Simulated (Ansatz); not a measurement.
The cluster Sn2O6⁻. The state is a doublet with charge -1. Geometry B3LYP-D4/def2-SVP, that of the neutral singlet; atoms count from 1.

Cartesian coordinates in Å:
```
Sn 0.814 -1.603 -0.536
Sn 0.133 1.344 -1.381
O -0.642 -0.294 1.676
O 1.149 0.489 0.482
O 0.340 0.727 1.640
O 1.043 -0.328 -2.076
O -1.171 -0.343 -0.551
O -1.666 0.008 0.746
```

In the def2 sets Sn takes a core potential; there is no spin–orbit coupling. The structure holds 4 bonds between oxygen atoms, so isomers without such links may lie far lower. The highest occupied level of the charge -1 doublet lies above zero (up to 1.05 eV). By energy differences its removal costs 0.40 eV (vertical, to the charge 0 singlet, at PBE0-D4/def2-TZVPD); a positive level beside a positive removal energy at the same level points to self-interaction error. The structure comes from a short search, and lower isomers may exist.

Estimate the Mulliken populations from the PBE0/def2-TZVPD orbitals of Ansatz.


```tsv
atom	charge (e)	spin (α − β)
Sn1	0.64	0.49
Sn2	0.76	0.31
O3	-0.18	0.06
O4	-0.57	-0.04
O5	-0.07	0.09
O6	-0.94	0.05
O7	-0.57	-0.04
O8	-0.07	0.09
```
Mulliken values and Mayer orders depend strongly on the basis. With diffuse functions, as here, like atoms can get unlike values, and bond orders can come out too low or too high.

Where does the spin sit?

Summed by element: Sn 0.80, O 0.20, of 1 unpaired in all. Largest on single atoms: Sn1 0.49, Sn2 0.31, O8 0.09.

And the Mayer bond orders between bonded heavy atoms (over 0.3)?

Sn1–Sn2 0.35 (3.14 Å); Sn1–O6 0.65 (2.01 Å); Sn2–O6 0.67 (2.03 Å); O3–O5 0.82 (1.42 Å); O3–O8 0.82 (1.42 Å); O4–O5 0.69 (1.43 Å); O7–O8 0.69 (1.43 Å).
